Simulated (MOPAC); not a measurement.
MOPAC input (PM3):

```
PM3 1SCF UHF MS=0.5 GEO-OK AUX(PRECISION=9) THREADS=1
CHS

C    -1.02295600 1    0.16202200 1   -0.18222500 1
S     0.50216900 1   -0.03524600 1    0.06037700 1
H    -1.89697100 1   -0.40818900 1    0.12730900 1
```

From the output:

```
                                                       MOPAC v23.2.5 Linux

          FINAL HEAT OF FORMATION =         67.96586 KCAL/MOL =     284.36918 KJ/MOL

          COSMO AREA              =         76.01 SQUARE ANGSTROMS
          COSMO VOLUME            =         59.28 CUBIC ANGSTROMS

          IONIZATION POTENTIAL    =          9.038938 EV
          ALPHA SOMO LUMO (EV)    =         -9.039 -1.807
          BETA  SOMO LUMO (EV)    =        -10.904 -0.576
          NO. OF ALPHA ELECTRONS  =          6
          NO. OF BETA  ELECTRONS  =          5
          MOLECULAR WEIGHT        =         45.0789         POINT GROUP:  Cs

          MOLECULAR DIMENSIONS (Angstroms)

            Atom       Atom       Distance
            H     3    S     2     2.42888
            S     2    C     1     0.51421
            H     3    C     1     0.00000

          SCF CALCULATIONS        =          1

   ATOM   CHEMICAL          X               Y               Z
  NUMBER   SYMBOL      (ANGSTROMS)     (ANGSTROMS)     (ANGSTROMS)

     1       C         -1.02295600  *   0.16202200  *  -0.18222500  *
     2       S          0.50216900  *  -0.03524600  *   0.06037700  *
     3       H         -1.89697100  *  -0.40818900  *   0.12730900  *

                             CARTESIAN COORDINATES

   1    C       -1.022956000     0.162022000    -0.182225000
   2    S        0.502169000    -0.035246000     0.060377000
   3    H       -1.896971000    -0.408189000     0.127309000

           Empirical Formula: C H S  =     3 atoms

      MOLECULAR POINT GROUP   :   Cs

          ALPHA EIGENVALUES
 -31.13980 -19.94618 -14.70073 -12.69886 -12.34307  -9.03894  -1.80711   0.11777
   3.06941

           BETA EIGENVALUES
 -30.47749 -19.45408 -14.06402 -12.16336 -10.90364  -0.57629  -0.28630   0.83271
   3.79372

              NET ATOMIC CHARGES AND DIPOLE CONTRIBUTIONS

  ATOM NO.   TYPE          CHARGE      No. of ELECS.   s-Pop       p-Pop
    1          C          -0.218542        4.2185     1.39361     2.82493
    2          S           0.101310        5.8987     1.92525     3.97344
    3          H           0.117232        0.8828     0.88277
 DIPOLE           X         Y         Z       TOTAL
 POINT-CHG.     0.250    -0.417     0.292     0.567
 HYBRID        -1.402    -0.359     0.132     1.453
 SUM           -1.152    -0.776     0.424     1.452

          ATOMIC ORBITAL ELECTRON POPULATIONS

     Atom    s        px        py        pz
    1  C   1.39361   1.00640   0.97114   0.84739
    2  S   1.92525   1.01766   1.57947   1.37631
    3  H   0.88277

                    (SZ)    =    0.500000
                    (S**2)  =    0.881478

          ATOMIC ORBITAL SPIN POPULATIONS

    Atom   Total    s     px     py     pz
         Atomic
    1  C  1.1503  0.148  0.092  0.499  0.411
    2  S -0.1441  0.007 -0.090  0.084 -0.146
    3  H -0.0062 -0.006

 **********************
 *                    *
 * JOB ENDED NORMALLY *
 *                    *
 **********************

 == MOPAC DONE ==
```

The geometry given is a B3LYP-D3(BJ)/def2-TZVP minimum.

The determinant is spin-contaminated: <S^2> is 0.88 against 0.75 for a pure state.
